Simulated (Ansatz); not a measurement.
`CBBOC` + `[SiH3]S` → `CBS[SiH3]` + `BOC` at 298.15 K and 1 bar (cleavage of the B–B bond).

Isolated molecules relaxed with PBE0-D4/def2-TZVP in Ansatz; ΔE leaves out vibrations. CBS: MP2 limit from def2 TZ/QZ plus the TZ coupled-cluster correction, frozen cores. One conformer a species, not always the lowest.

| species | CCSD(T)/CBS energy (Eh) | H − E (kJ/mol) | S (J/(mol·K)) |
| --- | --- | --- | --- |
| `CBBOC` | -205.68526 | 294.6 | 356.8 |
| `[SiH3]S` | -689.27336 | 102.7 | 272.7 |
| `CBS[SiH3]` | -753.96029 | 221.5 | 347.5 |
| `BOC` | -141.04597 | 181.1 | 267.5 |

H − E and S are ideal-gas, rigid-rotor, harmonic terms from PBE0-D4/def2-TZVP, for one conformer and one mirror image of each species. 1 Eh = 2625.50 kJ/mol, R = 8.31446 J/(mol·K).

Q: By hand: ΔE, ΔH, ΔS and ΔG.

A: ΔE = (-753.96029) + (-141.04597) − (-205.68526) − (-689.27336) = -0.04764 Eh = -125.1 kJ/mol. Δ(H − E) = 221.5 + 181.1 − 294.6 − 102.7 = 5.3, so ΔH = -119.8 kJ/mol. ΔS = 347.5 + 267.5 − 356.8 − 272.7 = -14.5 J/(mol·K). ΔG = -119.8 − 298.15 × (-14.5)/1000 = -115.5 kJ/mol.

Q: By hand: the equilibrium constant, and the temperature at which ΔG would vanish if ΔH and ΔS stayed fixed.

A: log₁₀ K = −ΔG/(RT ln 10) = 20.2. ΔG = 0 at ΔH/ΔS = 8262 K, far beyond where these terms or the molecules hold.

The number of gas molecules stays the same, so ΔS is small and ΔH decides. A doubt of 5 kJ/mol in ΔE shifts log₁₀ K by 0.9 here. Other conformers and mirror images would add mixing entropy, several J/(mol·K) or more a flexible species. These are equilibria of isolated gas molecules and say nothing of rates. Largest T1 diagnostic: 0.014 (customary marks: 0.02 for closed shells, 0.045 for open ones).
